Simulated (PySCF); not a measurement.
**Excitation energies in several basis sets**

Species: C₄H₁₁As.
InChI=1S/C4H11As/c1-4(2)5-3/h4-5H,1-3H3

TDDFT with PBE0 (PySCF), vertical singlets, core orbitals frozen in the response, spherical d and f functions. The structure is a single PBE0-D3(BJ)/def2-SVP conformer in the gas phase; no vibrational or solvent corrections. The PBE0/6-31G* calculation is non-relativistic and has no spin–orbit coupling, an omission that weighs most on arsenic.

Question: Compare 6-31G*, def2-SVP, def2-SVPD, aug-cc-pVDZ and def2-TZVP for this molecule.

Answer: 

| basis | functions | diffuse | S1 (eV) | S2 (eV) | S3 (eV) | S4 (eV) | S5 (eV) | LUMO (eV) | α (au) |
| --- | --- | --- | --- | --- | --- | --- | --- | --- | --- |
| 6-31G* | 110 | no | 6.62 | 6.75 | 7.97 | 8.18 | 8.24 | 1.15 | 70.3 |
| def2-SVP | 143 | no | 6.45 | 6.66 | 7.64 | 7.91 | 8.10 | 0.94 | 73.0 |
| def2-SVPD | 206 | yes | 5.99 | 6.20 | 6.90 | 7.10 | 7.32 | 0.40 | 84.0 |
| aug-cc-pVDZ | 227 | yes | 5.53 | 5.83 | 6.23 | 6.28 | 6.43 | -0.19 | 86.3 |
| def2-TZVP | 238 | no | 6.14 | 6.34 | 7.24 | 7.55 | 7.63 | 0.60 | 81.6 |

States are compared by their number. Against the largest diffuse basis here (aug-cc-pVDZ, itself not a converged limit), sets without diffuse functions differ by up to 1.09 eV in S1 and 1.80 eV in S5; the smaller diffuse sets differ by up to 0.46 and 0.89 eV. State by state, the largest deviation of a set without diffuse functions is S1 1.09, S2 0.92, S3 1.74, S4 1.90, S5 1.80 eV. The same number needn't mean the same state in each row. Against aug-cc-pVDZ the polarisability deviates by -19% in 6-31G*, -15% in def2-SVP, -3% in def2-SVPD, -5% in def2-TZVP.
